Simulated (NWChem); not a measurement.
Species: CH4Ge, singlet; SMILES [CH3][GeH]

```xyz
6

Ge     0.0373    -0.4517    -0.0004
H     -1.5817    -0.5266     0.0007
C      0.0356     1.5573    -0.0004
H      1.0533     1.9923    -0.0042
H     -0.5193     1.9271     0.8902
H     -0.5277     1.9295    -0.8846
```
Atoms are numbered in this order, from 1.

Program: NWChem. Pople sets run with spherical d functions. Low-valent species are run as closed-shell singlets; no triplet was tried in these runs. The geometry was optimised at PBE-D3(BJ)/def2-SVP. Vzz is the largest principal value of the second derivative of the potential at the nucleus (NWChem prints the opposite sign); η is the asymmetry. Non-relativistic.

Estimate the computed values for CAM-B3LYP/6-31G*. Quantities: Vzz Ge1 (a.u.); η Ge1.


```json
{
  "Vzz Ge1 (a.u.)": "4.528",
  "η Ge1": "0.43"
}
```
